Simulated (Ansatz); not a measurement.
CH$_{3}$ClFSSi (`CS[Si](F)Cl`) radical from Hartree–Fock to CCSD(T)

Z-matrix (Å, degrees):
```
C
S 1 1.823
H 1 1.090 2 105.9
H 1 1.089 2 110.6 3 -118.5
H 1 1.088 2 110.9 3 118.5
Si 2 2.112 1 99.9 3 -178.6
Cl 6 2.055 2 112.2 1 -58.5
F 6 1.599 2 110.2 1 57.7
```

The species carries charge 0 and has multiplicity 2. The geometry is a stationary point of PBE0-D4/def2-TZVP. It is one conformer, not always the lowest. Frozen core, unrestricted reference, Ansatz 0.2.0. CBS rows extrapolate triple and quadruple zeta; past MP2 they add the triple-zeta difference.

| basis | HF (Eh) | MP2 corr. | CCSD corr. | (T) | CCSD(T) total |
| --- | --- | --- | --- | --- | --- |
| def2-SVP | -1284.64039 | -0.66207 | -0.70824 | -0.01760 | -1285.36623 |
| def2-TZVPP | -1285.22427 | -0.88040 | -0.92664 | -0.03796 | -1286.18887 |
| def2-QZVPP | -1285.26415 | -0.96060 | – | – | – |
| CBS(def2) | -1285.26964 | -1.02001 | -1.06624 | as TZ | -1286.37384 |
| cc-pV(D+d)Z | -1285.13689 | -0.67389 | -0.72145 | -0.01909 | -1285.87743 |
| cc-pV(T+d)Z | -1285.23794 | -0.88215 | -0.92779 | -0.03819 | -1286.20392 |
| cc-pV(Q+d)Z | -1285.26085 | -0.96066 | – | – | – |
| CBS(cc) | -1285.26775 | -1.01655 | -1.06220 | as TZ | -1286.36814 |
